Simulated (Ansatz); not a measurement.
Total energies of the cluster Ag₂H₂ (the lowest singlet isomer of a short search) from Ansatz at r2SCAN-D4/def2-TZVP, gas phase (1 Eh = 27.2114 eV = 2625.5 kJ/mol). The reference geometry is relaxed at PBE0-D4/def2-TZVP.

```xyz
4

Ag    0.090    1.944    0.599
Ag    0.023   -0.680   -0.182
H     0.828   -2.119   -0.190
H    -0.940    0.855   -0.227
```

```tsv
state	geometry	energy (Eh)
charge 0 singlet	reference	-295.25736
charge 1 doublet	reference	-294.95479
charge 0 triplet	relaxed at PBE0-D4/def2-TZVP	-295.20286
charge 0 quintet	relaxed at PBE0-D4/def2-TZVP	-295.03996
free Ag atom (doublet)	–	-147.01662
free H atom (doublet)	–	-0.49993
```

In the def2 sets Ag takes a core potential; there is no spin–orbit coupling.

Problem. Work out the vertical ionisation energy to the doublet.

Solution. E(charge 1 doublet) − E(charge 0 singlet) = -294.95479 − (-295.25736) = 0.30257 Eh = 8.23 eV. For comparison, −ε of the highest occupied level is 5.33 eV at this level, 2.90 eV less.

Problem. Which of the charge 0 states is lowest, and how far above it are the others?

Solution. The singlet. triplet: -295.20286 − (-295.25736) = 0.05450 Eh = 143.1 kJ/mol; quintet: -295.03996 − (-295.25736) = 0.21740 Eh = 570.8 kJ/mol. The quintet has fallen apart, so its energy is that of loose fragments and no spin gap. The triplet differs in its bonds from the reference. The quintet differs in its bonds from the reference.

Problem. What is the binding energy per atom against free atoms?

Solution. Atoms: 2 × (-147.01662) + 2 × (-0.49993) = -295.03310 Eh. Binding: -295.03310 − (-295.25736) = 0.22426 Eh = 6.10 eV, or 1.53 eV for each of 4 atoms (no zero-point energy, no counterpoise term).

The structure comes from a short search, and lower isomers may exist.
